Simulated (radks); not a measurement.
Species: Ho. Configuration: [Xe] 4f10 5d0.5 6s2 6p0.5 (fractional occupations, a model configuration).

Method: scalar-relativistic Kohn-Sham, PBE, spin-polarised, spherical densities, point nucleus; open shells are filled with parallel spins first (spin-orbit coupling, left out, can overturn this in heavy ions); computed with a radial shooting solver on a logarithmic mesh with Libxc functionals.

Energy parts (eV):
part                      energy
total                 -343306.51
kinetic                371330.80
electron-nucleus      -840870.40
Hartree                133578.87
exchange-correlation    -7345.77

Orbitals (lengths in bohr, moments of r in powers of bohr; <r^-3> diverges for s and p1/2):
orbital  occ.  eigenvalue (eV)      <r>   <1/r>  <r^-3>
1s up       1        -55508.75  0.02074   76.07       -
1s down     1        -55508.75  0.02074   76.07       -
2s up       1        -9291.634  0.08809   17.69       -
2s down     1        -9291.581  0.08809   17.69       -
2p up       3        -8231.692  0.07807   16.38   13550
2p down     3        -8231.652  0.07807   16.38   13550
3s up       1        -2083.220   0.2299   6.515       -
3s down     1        -2081.507   0.2298   6.519       -
3p up       3        -1759.388   0.2289   6.095    2899
3p down     3        -1757.678   0.2288   6.099    2903
3d up       5        -1348.568   0.2080   5.779   386.2
3d down     5        -1347.258   0.2078   5.783   386.8
4s up       1        -420.0806   0.5183   2.753       -
4s down     1        -416.3932   0.5184   2.752       -
4p up       3        -313.3884   0.5493   2.522   654.4
4p down     3        -309.7549   0.5494   2.521   653.3
4d up       5        -169.3153   0.5943   2.229   73.35
4d down     5        -165.7392   0.5950   2.226   73.13
4f up       7         -12.2268   0.7859   1.668   10.48
4f down     3          -9.0000   0.8081   1.642   10.22
5s up       1         -56.7501    1.253   1.059       -
5s down     1         -54.8728    1.263   1.049       -
5p up       3         -31.2202    1.472  0.8884   87.81
5p down     3         -29.7727    1.488  0.8770   84.83
5d up     0.5          -3.5020    2.635  0.5066   3.459
5d down     0          -2.7809    2.730  0.4901   3.167
6s up       1          -5.2310    3.704  0.3389       -
6s down     1          -4.6749    3.759  0.3344       -
6p up     0.5          -1.9408    5.148  0.2425   5.284
6p down     0          -1.4925    5.298  0.2358   4.923

The highest occupied level is 6p up at -1.941 eV. The configuration is held as typed, so some empty levels lie below it. The density falls to 0.001 e/bohr^3 at r = 5.28 bohr. Spin moment in Bohr magnetons: 5.
